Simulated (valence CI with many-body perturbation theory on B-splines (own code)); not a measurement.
## Forbidden lines of Ho LIV

Computed by configuration interaction combined with many-body perturbation theory (CI+MBPT): four valence electrons over a frozen Dirac-Fock core [Ne], a basis of 11 s, 11 p, 10 d, 8 f, 5 g, 2 h functions for each j, with the one-electron correlation potential Σ1, the two-electron term Σ2, the three-electron term Σ3, Breit, model QED; selected CI, second order for the rest, scaled by the run's own slope (own B-spline code, finite nucleus).

No measured spectrum was set against this ion. As an estimate, large intervals hold to a few tenths of a per cent, small ones and those within an open d or f shell to about a per cent. Among the levels kept, up to 580 cm⁻¹ of a level comes from second order outside the variational space, and about a tenth of that is noise between levels of different J, which matters for small intervals.

Lines 1 to 8 of 8 in falling wavelength, among levels below 1251.4 eV, chosen from the decays that carry over 1 % of a level's rate. Wavelengths and rates use the calculated energies. Electric multipoles are in the length gauge, E1 and E2 with the static RPA response of the core. S is in atomic units (e²a₀⁴ for E2 and M2, e²a₀⁶ for E3), for M1 in squared Bohr magnetons. Weak lines are less certain than strong ones. Lines between different terms over intervals too small for the method are left out, as are lines whose strength nearly cancels.

Levels are named by their leading jj configuration (3d3/2^4 stands for four electrons in 3d with j = 3/2), which in mixed levels can hold well under half, so a name can repeat and another be missing. Letters in brackets count levels of one name in rising energy.

| λ vac (Å) | Upper | Lower | Type | A (s⁻¹) | S (a.u.) |
| --- | --- | --- | --- | --- | --- |
| 67.68 | (3s 3p1/2 3p3/2 3d5/2) J=4 [a] | (3s 3p1/2^2 3d5/2) J=3 | M1 | 4.62e+07 | 4.78e+00 |
| 59.49 | (3s^2 3p3/2 3d5/2) J=4 | (3s^2 3p1/2 3d5/2) J=3 | M1 | 4.99e+07 | 3.51e+00 |
| 57.95 | (3s^2 3p1/2 3p3/2) J=1 | (3s^2 3p1/2^2) J=0 | M1 | 6.34e+07 | 1.37e+00 |
| 56.33 | (3s^2 3p3/2^2) J=2 | (3s^2 3p1/2 3p3/2) J=2 | M1 | 5.12e+07 | 1.70e+00 |
| 55.77 | (3s^2 3p1/2 3p3/2) J=2 | (3s^2 3p1/2^2) J=0 | E2 | 6.91e+05 | 1.66e-03 |
| 54.27 | (3s^2 3p3/2^2) J=2 | (3s^2 3p1/2 3p3/2) J=1 | M1 | 5.28e+07 | 1.56e+00 |
| 52.05 | (3s^2 3p3/2^2) J=0 | (3s^2 3p1/2 3p3/2) J=2 | E2 | 2.52e+06 | 8.59e-04 |
| 50.29 | (3s^2 3p3/2^2) J=0 | (3s^2 3p1/2 3p3/2) J=1 | M1 | 1.25e+08 | 5.91e-01 |
